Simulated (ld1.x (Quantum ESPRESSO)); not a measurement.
What one change does to a pseudopotential (hafnium, ultrasoft)

| Item | Value |
| --- | --- |
| Element | Hf (Z = 72) |
| Generator | ld1.x (Quantum ESPRESSO) 7.5 |
| Type | ultrasoft |
| Functional | PBE |
| Relativity | scalar-relativistic |
| Frozen core | [Xe] 4f14 |
| Valence charge | 4 |
| Reference configuration | 5d2 6s2 6p0 |
| Partial waves | 6s (bound): rcut 2.90, rcutus 3.05 bohr; 6s channel at 0.85 Ry: rcut 2.90, rcutus 3.05 bohr; 6p (bound, empty): rcut 2.55, rcutus 3.00 bohr; 6p channel at 1.9 Ry: rcut 2.55, rcutus 3.00 bohr; 5d (bound): rcut 1.80, rcutus 2.05 bohr; 5d channel at 0.35 Ry: rcut 1.80, rcutus 2.05 bohr |
| Local potential | all-electron potential smoothed inside 2.40 bohr (lloc = -1) |
| Core correction | a·sin(br)/r model core, default radius (core density twice the valence density) |
| Augmentation charge | PSQ, inside the norm-conserving radii |

Change: type TM; waves now 6s (bound): rc 3.05 bohr; 5d (bound): rc 2.05 bohr; 6p (bound): rc 3.00 bohr; local potential the p channel.

Cutoffs: the cutoffs (Ry, on a coarse ladder) from which the occupation-weighted sum of valence levels, in a spherical-Bessel basis at the reference potential, stays within 10 and 1 mRy of its value at 400 Ry; they do not see the model core or the augmentation charge, which bear on the density cutoff. Errors are all-electron minus pseudo energies relative to the spin-unpolarised reference configuration.

Question: How do hardness, ghosts and transferability respond?

Answer: The potential gets harder (21 Ry and 25 Ry → 25 Ry and 30 Ry); a bound ghost appears in s, which as a rule spoils a file; of the 7 tests that both files solve, the error grows in 2 and shrinks in 2 by more than 15 % and 0.3 meV (median size 30.9 → 22.6 meV); the range in which the s phases agree narrows (upper end 3.2 → -0.2); the range in which the d phases agree narrows (upper end at the end of the scan → 0.6). Several settings change at once here, so the effects cannot be laid on one of them.

```csv
quantity,base,changed
"cutoff, loose",21 Ry,25 Ry
"cutoff, tight",25 Ry,30 Ry
loose cutoff by channel (10 mRy a level),"s 6 Ry, d 18 Ry","s 6 Ry, d 21 Ry"
bound ghosts,none,s
"error for 5d2 6s1 6p0, meV [ΔE 7.98 eV]",-6.4,+7.1
"error for 5d2 6s0 6p0, meV [ΔE 22.16 eV]",-39,-70
"error for 5d1 6s0 6p0, meV [ΔE 43.95 eV]",-297,-339
"error for 5d2 6s1 6p1, meV [ΔE 3.83 eV]",-7.3,-0.3
"error for 5d3 6s0 6p0, meV [ΔE 9.99 eV]",-56,-86
"error for 5d2.5 6s1.5 6p0, meV [ΔE 1.26 eV]",-9.5,-9.4
"error for 5d2 6s0 6p2, meV [ΔE 7.86 eV]",-31,-23
s: phases at 3.29 bohr within 0.05 rad from the reference energy up to (Ry; the scan ends near 5),3.2,-0.2
p: phases at 3.29 bohr within 0.05 rad from the reference energy up to (Ry; the scan ends near 5),0.8,0.5
d: phases at 3.29 bohr within 0.05 rad from the reference energy up to (Ry; the scan ends near 5),to the end of the scan,0.6
```

Changed file: These tests converged, but a pseudo level misses the all-electron one widely, so the file describes the atom poorly there or has found another state: 5d1 6s0 6p0: empty 6s by 3.9 eV (a node warning on the way). A true bound ghost makes a file unfit for plane-wave use even where its test errors are small: the radial tests pick states by their node count and pass the ghost by.
